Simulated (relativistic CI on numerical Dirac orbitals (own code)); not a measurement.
Radial parameters of Tm XXX

Calculated at this level of theory: Dirac-Coulomb-Breit CI, orbitals from a KLI potential per configuration, model QED (radiative potential, 1s self-energy scaled to tabulated hydrogen-like ionisation energies), unscaled Slater integrals (own radial code, finite nucleus).

Slater integrals F^k, G^k are unscaled and averaged over j, outside the closed core [Ar] 3d10; ζ comes from projecting the Hamiltonian with its Breit term on Σ l·s of the shell.

- 4s2 4p6 4d4: F^2(4d,4d) = 209850, F^4(4d,4d) = 142790, ζ(4d) = 38930 cm⁻¹; <r>(4d) = 0.4799, <r^2>(4d) = 0.2631 (bohr units).
- 4s2 4p5 4d5: ζ(4p) = 317840, F^2(4d,4d) = 209810, F^4(4d,4d) = 142760, F^2(4p,4d) = 211990, G^1(4p,4d) = 264430, G^3(4p,4d) = 169010, ζ(4d) = 38771 cm⁻¹; <r>(4p) = 0.4737, <r^2>(4p) = 0.2538, <r>(4d) = 0.4799, <r^2>(4d) = 0.2632 (bohr units).
- 4s2 4p6 4d3 4f: F^2(4d,4d) = 209730, F^4(4d,4d) = 142700, ζ(4d) = 38900, F^2(4d,4f) = 210080, F^4(4d,4f) = 137200, G^1(4d,4f) = 220880, G^3(4d,4f) = 151240, G^5(4d,4f) = 110840, ζ(4f) = 6019.8 cm⁻¹; <r>(4d) = 0.4802, <r^2>(4d) = 0.2635, <r>(4f) = 0.4588, <r^2>(4f) = 0.2393 (bohr units).

**Question.** Give the Racah parameters of the d shell in 4s2 4p6 4d4.

**Answer.** B = F²/49 − 5F⁴/441 = 2664 cm⁻¹ and C = 35F⁴/441 = 11333 cm⁻¹.

Averages of the first 10 configurations, taken without configuration mixing, which lowers the lowest level and can move excited configurations by several eV; other configurations of the list can lie among them:

```json
{"Configuration": "4s2 4p6 4d4", "Parity": "even", "States": "210", "Average energy above the lowest level (eV)": "32.6"}
{"Configuration": "4s2 4p5 4d5", "Parity": "odd", "States": "1512", "Average energy above the lowest level (eV)": "207.2"}
{"Configuration": "4s2 4p6 4d3 4f", "Parity": "odd", "States": "1680", "Average energy above the lowest level (eV)": "211.4"}
{"Configuration": "4s 4p6 4d5", "Parity": "even", "States": "504", "Average energy above the lowest level (eV)": "342.9"}
{"Configuration": "4s 4p6 4d4 4f", "Parity": "odd", "States": "5880", "Average energy above the lowest level (eV)": "519.8"}
{"Configuration": "4s2 4p6 4d3 5s", "Parity": "even", "States": "240", "Average energy above the lowest level (eV)": "374.9"}
{"Configuration": "4s2 4p6 4d3 5d", "Parity": "even", "States": "1200", "Average energy above the lowest level (eV)": "504.9"}
{"Configuration": "4s2 4p6 4d3 6s", "Parity": "even", "States": "240", "Average energy above the lowest level (eV)": "651.1"}
{"Configuration": "4p6 4d6", "Parity": "even", "States": "210", "Average energy above the lowest level (eV)": "657.1"}
{"Configuration": "4p5 4d7", "Parity": "odd", "States": "720", "Average energy above the lowest level (eV)": "828.8"}
```
